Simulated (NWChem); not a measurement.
# Correlation energy of H₂Ge

```xyz
3

Ge     0.0000     0.0000     0.0664
H     -1.1425     0.0000    -1.0616
H      1.1425     0.0000    -1.0616
```
Charge 0, spin multiplicity 1.

Everything below was run with NWChem. All single points use one geometry, from B3LYP/def2-SVP, a minimum by its harmonic frequencies.

Basis set: def2-SVP. Each correlation energy counts from its own Hartree-Fock reference.

The Hamiltonian is non-relativistic. The correlated methods keep 9 core orbitals frozen. The structure started from a generated list of species. No row is a measurement; the coupled-cluster row has its own basis-set and correlation limits.

| method | correlation energy (mHa) |
|---|---|
| CR-CCSD(T) | -236.4 |
| MP2 | [?] |
| CCSD+T(CCSD) | -238.1 |
| CCSD(T) | -237.4 |
| CCSD | -231.5 |
| CR-CCSD[T] | [?] |
| SCS-MP2 | -209.7 |

Fill in the missing entries.


- MP2, correlation energy (mHa): -216.7
- CR-CCSD[T], correlation energy (mHa): -237.0
